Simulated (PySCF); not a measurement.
**Spin–spin coupling constants**

Bonds (- single, = double, # triple, : aromatic): Br1-C2 1.881 Å, C2:C3 1.392 Å, C3:C4 1.395 Å, C4:N5 1.330 Å, N5:C6 1.330 Å, C6:C7 1.395 Å, C7:C2 1.392 Å. C3 carries H8; C4 carries H9; C6 carries H10; C7 carries H11.

Method: B3LYP/pcJ-1 (pcSseg-1 on Br) (spin–dipole term only in couplings to heteroatoms)//PBE0-D3(BJ)/def2-SVP, PySCF; isolated molecule, single conformer, non-relativistic. Couplings are averaged over pairs made equivalent by symmetry, fast rotation or ring inversion, so a value needn't be that of the named pair in this geometry, while other rotamers aren't included; one pair stands for each set, and the list holds those of at least 0.8 Hz over up to four bonds.

Isotopes: $^{13}$C, $^{1}$H, $^{15}$N.

```tsv
pair	bonds	J (Hz)
C2, C3	1	65.4
C3, C4	1	57.4
C3, H8	1	177.5
C4, H9	1	?
C2, C4	2	-1.3
C2, H8	2	-2.8
C3, N5	2	2.4
C3, H9	2	10.5
C4, C6	2	?
C4, H8	2	3.3
N5, H9	2	-12.5
C2, N5	3	?
C2, H9	3	?
C3, C6	3	10.9
C3, H11	3	?
C4, H10	3	13.5
N5, H8	3	-1.2
H8, H9	3	6.2
C3, H10	4	-1.7
H8, H11	4	?
```

Estimate the withheld couplings, with signs.

Answers


- $^{1}J$(C4,H9) = 189.6 Hz (bond length 1.096 Å, sp2 carbon)
- $^{2}J$(C4,C6) = -5.3 Hz (angle at N5 118°)
- $^{3}J$(C2,N5) = -4.9 Hz
- $^{3}J$(C2,H9) = 11.1 Hz (dihedral angle 180°)
- $^{3}J$(C3,H11) = 4.9 Hz (dihedral angle 180°)
- $^{4}J$(H8,H11) = 1.8 Hz

Relativistic effects of the heavier atoms present are left out.
